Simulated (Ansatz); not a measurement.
`S/C=C/c1ccc(/C=C/c2ccc(/C=C/c3ccc(S)cc3)cc2)cc1`. The state is a triplet with charge 0. Geometry PBE-D4/def2-SVP, that of the neutral singlet; atoms count from 1.

```xyz
46

S    -2.604   -7.507    7.939
C    -2.546   -6.329    6.632
C    -1.385   -5.781    6.185
C    -1.246   -4.772    5.140
C    -2.342   -4.143    4.497
C    -2.142   -3.196    3.494
C    -0.842   -2.817    3.069
C    -0.695   -1.829    2.008
C     0.470   -1.425    1.423
C     0.629   -0.436    0.366
C     1.919   -0.194   -0.168
C     2.125    0.742   -1.181
C     1.054    1.498   -1.720
C     1.327    2.469   -2.771
C     0.432    3.303   -3.376
C     0.712    4.275   -4.427
C     1.996    4.467   -4.996
C     2.218    5.411   -5.999
C     1.156    6.210   -6.481
S     1.356    7.429   -7.751
C    -0.130    6.033   -5.928
C    -0.339    5.085   -4.925
C    -0.241    1.255   -1.184
C    -0.447    0.320   -0.176
C     0.254   -3.437    3.722
C     0.055   -4.383    4.725
H    -3.924   -7.809    7.813
H    -3.520   -6.040    6.206
H    -0.438   -6.126    6.637
H    -3.372   -4.393    4.792
H    -3.015   -2.726    3.013
H    -1.643   -1.389    1.654
H     1.414   -1.887    1.761
H     2.774   -0.764    0.229
H     3.141    0.905   -1.574
H     2.383    2.514   -3.086
H    -0.624    3.265   -3.055
H     2.847    3.862   -4.648
H     3.230    5.531   -6.416
H     2.688    7.229   -7.947
H    -0.972    6.644   -6.288
H    -1.351    4.962   -4.506
H    -1.104    1.816   -1.572
H    -1.466    0.171    0.210
H     1.283   -3.167    3.442
H     0.927   -4.845    5.214
```

Single mean-field runs in def2-TZVP are fitted with def2-universal-jkfit. At PBE0-D4/def2-TZVP a singlet of charge 0 lies 1.93 eV below the triplet at the same geometry.

(1) Estimate the Mulliken populations of the heavy atoms from the PBE0/def2-TZVP orbitals of Ansatz.

(2) Where does the spin sit?

(3) And the Mayer bond orders between heavy atoms (over 0.3)?

Answers

(1) 
| atom | charge (e) | spin (α − β) |
| --- | --- | --- |
| S1 | -0.13 | 0.06 |
| C2 | -0.06 | 0.23 |
| C3 | -0.27 | -0.12 |
| C4 | 0.28 | 0.25 |
| C5 | -0.23 | -0.07 |
| C6 | -0.19 | 0.13 |
| C7 | 0.28 | -0.02 |
| C8 | -0.19 | 0.38 |
| C9 | -0.19 | 0.24 |
| C10 | 0.29 | 0.10 |
| C11 | -0.21 | 0.14 |
| C12 | -0.21 | -0.04 |
| C13 | 0.31 | 0.28 |
| C14 | -0.20 | -0.11 |
| C15 | -0.18 | 0.33 |
| C16 | 0.28 | -0.07 |
| C17 | -0.23 | 0.10 |
| C18 | -0.20 | -0.06 |
| C19 | 0.18 | 0.11 |
| S20 | -0.17 | 0.03 |
| C21 | -0.18 | -0.06 |
| C22 | -0.21 | 0.10 |
| C23 | -0.22 | -0.06 |
| C24 | -0.22 | 0.13 |
| C25 | -0.22 | 0.20 |
| C26 | -0.19 | -0.11 |
Mulliken values depend strongly on the basis.

(2) Summed by element: S 0.09, C 2.00, H -0.08, of 2 unpaired in all. Largest on single atoms: C8 0.38, C15 0.33, C13 0.28.

(3) S1–C2 1.18 (1.76 Å); C2–C3 1.73 (1.36 Å); C3–C4 1.11 (1.46 Å); C4–C5 1.22 (1.42 Å); C4–C26 1.23 (1.42 Å); C5–C6 1.58 (1.39 Å); C6–C7 1.19 (1.42 Å); C7–C8 1.23 (1.46 Å); C7–C25 1.21 (1.42 Å); C8–C9 1.32 (1.37 Å); C9–C10 1.30 (1.46 Å); C10–C11 1.15 (1.42 Å); C10–C24 1.15 (1.42 Å); C11–C12 1.58 (1.39 Å); C12–C13 1.17 (1.42 Å); C13–C14 1.19 (1.46 Å); C13–C23 1.18 (1.42 Å); C14–C15 1.57 (1.36 Å); C15–C16 1.08 (1.46 Å); C16–C17 1.29 (1.42 Å); C16–C22 1.29 (1.42 Å); C17–C18 1.51 (1.39 Å); C18–C19 1.31 (1.41 Å); C19–S20 1.08 (1.77 Å); C19–C21 1.33 (1.41 Å); C21–C22 1.49 (1.40 Å); C23–C24 1.63 (1.39 Å); C25–C26 1.55 (1.39 Å).
